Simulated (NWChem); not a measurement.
AlBrCl₂; SMILES [Cl][Al]([Cl])[Br]

```xyz
4

Al     0.0000     0.0000    -0.5119
Cl     0.0000     1.8042    -1.5682
Cl     0.0000    -1.8042    -1.5682
Br     0.0000     0.0000     1.7315
```
Atoms are numbered in this order, from 1.

Computed with NWChem. Pople sets run with spherical d functions. STO-3G and 3-21G are far too small for this property and stand as cheap habits. The geometry was optimised at B3LYP/6-31G* (spherical d). B3LYP is NWChem's, with the RPA form of VWN correlation. Field at 589 nm.

```csv
level,isotropic polarisability (bohr³),anisotropy (bohr³)
B3LYP/STO-3G,25.2,28.7
B3LYP/6-31G*,56.7,29.2
B3LYP/def2-SVP,53.3,26.3
B3LYP/def2-SVPD,75.2,25.6
B3LYP/aug-cc-pVDZ,74.2,27.4
```
